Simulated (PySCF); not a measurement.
Input for PySCF: R-B3LYP/LANL2DZ on HfSe, 2S+1 = 1, a spin state set in the input, which need not be the lowest, a point of a bond scan (R = 2.246 Å).

```python
from pyscf import gto, scf, dft, mp
from pyscf.data.elements import chemcore

mol = gto.M(
    atom='''
    Hf    0.00000000    0.00000000    0.00000000
    Se    0.00000000    0.00000000    2.24623300
    ''',
    basis='lanl2dz',
    ecp={'Hf': 'lanl2dz', 'Se': 'lanl2dz'},
    charge=0, spin=0, verbose=3, max_memory=1800)
mf = dft.RKS(mol, xc='b3lyp')
mf.conv_tol = 1e-8
mf.max_cycle = 100
mf.kernel()
if not mf.converged:
    mf = mf.newton().run(mf.mo_coeff, mf.mo_occ)
```

Program output:

```
converged SCF energy = -58.0944985431443
```

The run converged.

Cost: roughly 0.8 core-seconds.
